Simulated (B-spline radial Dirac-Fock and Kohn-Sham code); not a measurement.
## Form factor and incoherent scattering function of In³⁺

System: the In³⁺ ion, configuration 1s2 2s2 2p6 3s2 3p6 3d10 4s2 4p6 4d9 5s1 (not the ground configuration).

Method: Dirac-Fock densities. Computed with an atomic code on a B-spline grid. f₀ is the Fourier transform of the spherical electron density, S the Waller-Hartree incoherent function, and s = sin θ/λ. The electron scattering factor follows from the Mott-Bethe formula f_e = 0.023934 Å⁻¹·(Z − f₀)/s².

```csv
s (Å⁻¹),f₀,S,f_e (Å)
0,46.000,0.000,–
0.06,45.261,0.847,24.859
0.08,44.710,1.434,16.043
0.1,44.031,2.113,11.893
0.12,43.241,2.848,9.572
0.15,41.892,3.996,7.560
0.18,40.403,5.148,6.351
0.23,37.761,7.015,5.085
0.28,35.093,8.801,4.246
0.35,31.562,11.155,3.407
0.43,28.036,13.632,2.714
0.53,24.510,16.478,2.087
0.66,21.213,19.814,1.527
0.81,18.586,23.013,1.109
1.01,15.921,26.209,0.776
1.25,13.096,29.053,0.550
1.54,10.151,31.775,0.392
1.91,7.548,34.511,0.272
2.37,5.867,37.042,0.184
2.93,4.861,39.231,0.123
3.63,3.918,41.116,0.082
4.49,2.889,42.609,0.055
5.56,2.001,43.680,0.036
```

f₀ starts at the number of electrons, 46, and has fallen to half at s ≈ 0.59 Å⁻¹. The sum of ⟨r²⟩ over the electrons is 28.55 bohr². For an ion f_e diverges as s goes to zero, because of the net charge.
